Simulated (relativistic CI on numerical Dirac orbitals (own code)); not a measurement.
## d2 in a ligand field

Computed with a parametric ligand-field model of a d^n configuration (Racah B and C, spin-orbit zeta, crystal field), exact diagonalisation.

Field parameters in Wybourne normalisation: Oh B⁴₀ = 21Dq, B⁴₄ = √(5/14) B⁴₀; Td as Oh with Dq negative (B⁴₀ = 21Dq, B⁴₄ = √(5/14) B⁴₀). The field is a parameter set, without covalency.

(1) Lowest levels for B = 540, C = 2620, ζ = 90 cm⁻¹, Oh, 10Dq = 17150 cm⁻¹?

(2) Lowest levels for B = 590, C = 2720, ζ = 1750 cm⁻¹, Oh, 10Dq = 38250 cm⁻¹?

(3) Lowest levels for B = 600, C = 2640, ζ = 160 cm⁻¹, Td, 10Dq = -10250 cm⁻¹?

(4) Lowest levels for B = 320, C = 1650, ζ = 350 cm⁻¹, Td, 10Dq = -8550 cm⁻¹?

(5) Lowest levels for B = 420, C = 2020, ζ = 410 cm⁻¹, Oh, 10Dq = 11750 cm⁻¹?

Results:

(1) E 0 (S 1.00), T2 1 (S 1.00), T1 114 (S 1.00), A1 170 (S 1.00), T2 8796 (S 0.00), E 8902 (S 0.00), A2 16010 (S 1.00), T2 16034 (S 1.00), T1 16078 (S 1.00) cm⁻¹, with S from ⟨S²⟩ = S(S + 1). The ground level has 0.02 electrons in the cubic e pair.

(2) E 0 (S 0.99), T2 90 (S 0.99), T1 2320 (S 1.00), A1 3099 (S 0.99), T2 10529 (S 0.04), E 10683 (S 0.05), A1 22989 (S 0.05), A2 37316 (S 1.00), T2 37750 (S 1.00) cm⁻¹, with S from ⟨S²⟩ = S(S + 1). The ground level has 0.02 electrons in the cubic e pair.

(3) T2 0 (S 1.00), E 9794 (S 0.24), A2 10176 (S 1.00), T2 10215 (S 1.00), T1 10292 (S 1.00), E 10368 (S 0.90), T2 15490 (S 1.00), E 15499 (S 1.00), T1 15594 (S 1.00) cm⁻¹, with S from ⟨S²⟩ = S(S + 1). The ground level has 2.00 electrons in the cubic e pair.

(4) T2 0 (S 1.00), E 5724 (S 0.06), A2 8413 (S 1.00), T2 8490 (S 1.00), T1 8648 (S 1.00), E 8681 (S 0.98), A1 10123 (S 0.12), T2 11810 (S 1.00), E 11854 (S 1.00) cm⁻¹, with S from ⟨S²⟩ = S(S + 1). The ground level has 2.00 electrons in the cubic e pair.

(5) E 0 (S 1.00), T2 23 (S 1.00), T1 563 (S 1.00), A1 820 (S 1.00), T2 7033 (S 0.04), E 7178 (S 0.01), A2 11005 (S 1.00), T2 11151 (S 0.99), T1 11316 (S 1.00) cm⁻¹, with S from ⟨S²⟩ = S(S + 1). The ground level has 0.03 electrons in the cubic e pair.
